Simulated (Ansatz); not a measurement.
AlBrH₂N, SMILES `[NH2][Al][Br]` radical. The species carries charge 0 and has multiplicity 2.

Cartesian coordinates in Å:
```
N 0.555 -0.491 0.289
Al -0.777 -0.206 -0.834
Br -1.749 1.856 -0.762
H 0.899 0.193 0.945
H 1.072 -1.352 0.363
```

**Question.** What are the harmonic wavenumbers in cm⁻¹ at PBE0-D4/def2-TZVP (Ansatz, finite differences of forces, unscaled)? (Estimate.)

**Answer.** Computed: 154, 329, 376, 381, 649, 818, 1549, 3592, 3693.

**Question.** Is this a minimum?

**Answer.** Yes, all 9 modes are real.

**Question.** Give the ideal-gas thermochemistry at 298.15 K and 1 bar (rigid rotor, harmonic oscillator; point group Cs, symmetry number 1).

**Answer.** Zero-point energy 69.0 kJ/mol; H(298) − E = 83.9 kJ/mol; entropy 307.9 J/(mol·K), of which translation 168.9, rotation 105.8, vibration 27.4, electronic 5.8; G(298) − E = -7.9 kJ/mol.

**Question.** And at 400, 500, 600, 800 and 1000 K?

**Answer.** 
```
T (K)  H − E (kJ/mol)  S (J/mol/K)  G − E (kJ/mol)
  400            91.1        328.6           -40.3
  500            98.7        345.6           -74.1
  600           106.7        360.0          -109.4
  800           123.3        384.0          -183.8
 1000           140.8        403.5          -262.7
```
